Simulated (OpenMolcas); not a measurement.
## Tc VI: the spin-orbit constant, worked from levels

```
Program             : OpenMolcas
Basis               : ANO-R1 [6s4p3d1f]
Scalar Hamiltonian  : X2C, finite nucleus
Active space        : 2 electrons in 5 orbitals (4d)
State averaging     : 2S+1 = 3 even, 10 roots; 2S+1 = 1 even, 15 roots
Spin-orbit coupling : state interaction with AMFI integrals over the reference wave functions, term energies averaged over their components
```

Methods: CASSCF; SS-CASPT2, IPEA 0.25 Eh, imaginary shift 0.1 Eh (closed shells correlated: 4s 4p).

**The spin-orbit constant.** For the Hund term 3F of d2, E(J) = (A/2) J(J+1) + constant and ζ = 2S·A = 2A. From J = 2 to J = 4 the energy changes by 7 A.

```
   Source  E(4) - E(2)      A     ζ
   CASSCF       4319.6  617.1  1234
SS-CASPT2       4352.7  621.8  1244
```

All in cm-1. Both methods take the spin-orbit matrix elements from the reference wave functions, so the second can move ζ only through the term energies and any multistate remixing. Second-order mixing with other terms is absorbed into this ζ.

CASPT2 does not keep the components of a term degenerate, so their means are used; among the terms shown or strongly mixed into the levels shown the widest spread is 450 cm-1 (4d2 3F, SS-CASPT2). The basis is small and was not contracted for so high a charge. Without dynamic correlation excited terms often stand tens of per cent too high (terms of higher spin than the ground term too low), and those without a measured partner can miss by more than the paired ones (holds for CASSCF). Only configurations of the active space appear.
